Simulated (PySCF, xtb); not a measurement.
(1R)-1-chloro-1-fluoro-2-methylpropane (C4H8ClF), SMILES [C@@H](C(C)C)(F)Cl. Other conformers were not sampled.

Harmonic wavenumbers (cm⁻¹) from GFN2-xTB (xtb) at its own minimum, in rising order: 79, 193, 200, 225, 240, 326, 368, 483, 530, 707, 864, 953, 969, 993, 1045, 1098, 1152, 1192, 1210, 1263, 1307, 1318, 1407, 1421, 1487, 1489, 1498, 1499, 2908, 2925, 3038, 3046, 3047, 3050, 3051, 3054.

### Question
What does PySCF with PBE-D3(BJ)/def2-SVP give at its own minimum? (An estimate is asked for; the answer gives what the named calculation found.)

### Answer
98, 207, 224, 245, 253, 332, 374, 485, 534, 714, 822, 901, 932, 952, 1054, 1085, 1124, 1171, 1231, 1267, 1306, 1324, 1342, 1354, 1408, 1413, 1423, 1440, 2953, 2973, 2982, 3010, 3061, 3072, 3075, 3082. Paired by order, the mean absolute difference is 30 cm⁻¹ and the zero-point energies are 71.0 and 70.4 kcal/mol.
